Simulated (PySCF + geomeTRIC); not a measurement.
A geometry relaxed with r2SCAN-D4/def2-TZVP (PySCF + geomeTRIC), charge 0, multiplicity 1:

```xyz
8

O     -1.8113     0.1109    -0.1971
H      2.2146    -0.7175    -0.1064
H     -0.1596    -1.0888    -0.6728
H     -2.2674    -0.5856    -0.6788
S      2.1254     0.4404     0.5712
C      0.3885     0.6395     0.4377
C     -0.4705    -0.1748    -0.1727
H      0.0244     1.5393     0.9215
```

Write the SMILES of this molecule.

`O/C=C/S`
